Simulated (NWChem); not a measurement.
System: diboron tetrafluoride (B₂F₄); SMILES FB(F)B(F)F

```xyz
6

F     -0.7934     0.7934     1.5528
B      0.0000     0.0000     0.8612
F      0.7934    -0.7934     1.5528
B      0.0000     0.0000    -0.8612
F      0.7934     0.7934    -1.5528
F     -0.7934    -0.7934    -1.5528
```
Atoms are numbered in this order, from 1.

Computed with NWChem. Medium grid unless said otherwise, to which SCAN and Minnesota functionals are sensitive. All runs use the structure optimised with PBE0/def2-SVP. Total energies of different functionals are on different scales.

```tsv
level	energy (Ha)	highest occupied level (eV)	orbital gap (eV)
LDA (Slater exchange, VWN5)/def2-TZVPD	-446.4441	-8.56	6.28
PBE/def2-TZVPD	-449.0468	-8.37	6.44
BLYP/def2-TZVPD	-449.4611	-8.32	6.51
TPSS/def2-TZVPD	-449.5344	-8.53	6.84
r2SCAN/def2-TZVPD	-449.3095	-8.73	7.19
B3LYP/def2-TZVPD	-449.5129	-9.85	8.66
PBE0/def2-TZVPD	-449.0539	[?]	[?]
M06-2X/def2-TZVPD	-449.3605	-11.65	11.60
CAM-B3LYP/def2-TZVPD	-449.3923	-11.62	11.77
Hartree-Fock/def2-TZVPD	-447.5699	-14.26	15.45
```

### Question
Fill in the missing entries.

### Answer

- PBE0/def2-TZVPD, highest occupied level (eV): -10.06
- PBE0/def2-TZVPD, orbital gap (eV): 9.15
